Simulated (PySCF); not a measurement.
Potential energy of HgC along the bond

Set-up: PySCF, scalar-relativistic core potentials, basis sets Hg def2-SVP with ECP60, C def2-SVP. Energies in eV from Hg + C in their ground configurations at the same level. All curves are PBE0. state 1: ³Σ⁻ (triplet), unpaired electrons π ↑↑; state 2: Ms = 0 determinant of mixed spin (⟨S²⟩ near 1.0), unpaired electrons π ↑↓, a mixture of terms (⟨Lz²⟩ = 2.0), a second solution, started from another occupation; state 3: triplet, unpaired electrons σ ↑, π ↑, a second solution, started from another occupation; state 4: Ms = 0 determinant of mixed spin (⟨S²⟩ near 1.0), unpaired electrons σ ↓, π ↑, a second solution, started from another occupation.

| R (Å) | state 1 | state 2 | state 3 | state 4 |
| --- | --- | --- | --- | --- |
| 1.891 | -0.2716 | 0.1311 | 1.3291 | 1.5495 |
| 1.979 | -0.5166 | -0.1007 | 0.9338 | 1.1665 |
| 2.067 | -0.6410 | -0.2147 | 0.6676 | 0.9157 |
| 2.133 | -0.6809 | -0.2486 | 0.5257 | 0.7871 |
| 2.199 | -0.6899 | -0.2527 | 0.4179 | 0.6939 |
| 2.265 | -0.6772 | -0.2363 | 0.3350 | 0.6262 |
| 2.353 | -0.6390 | -0.1943 | 0.2516 | 0.5633 |
| 2.463 | -0.5727 | -0.1249 | 0.1760 | 0.5126 |
| 2.595 | -0.4843 | -0.0342 | 0.1118 | 0.4750 |
| 2.771 | -0.3717 | 0.0799 | 0.0539 | 0.4453 |

Put a parabola through the three lowest points of the state 1 curve and estimate Re, k and ωe (reduced mass 11.33 u; 1 eV/Å² = 0.16022 mdyn/Å; ωe = 1302.8·√(k/μ) cm⁻¹).

Through R = 2.133, 2.199, 2.265 Å the second-order coefficient is 2.49 eV/Å², so Re ≈ 2.193 Å, k ≈ 0.798 mdyn/Å and ωe ≈ 346 cm⁻¹. A polynomial fit of higher order to the unrounded PBE0 energies gives Re = 2.189 Å, k = 0.831 mdyn/Å, ωe = 353 cm⁻¹; anharmonicity and rounding make the difference.

The higher-order fit for each curve: state 1: Re = 2.189 Å, ωe = 353 cm⁻¹, De = 0.69 eV; state 2: Re = 2.176 Å, ωe = 358 cm⁻¹, minimum 0.254 eV below the ground-state fragments. State 3 gave no clean fit. State 4 gave no clean fit.

These are scalar-relativistic numbers at best; spin–orbit coupling would shift them, the dissociation energy most. The state was picked by a PBE0 search and need not be the measured ground state.
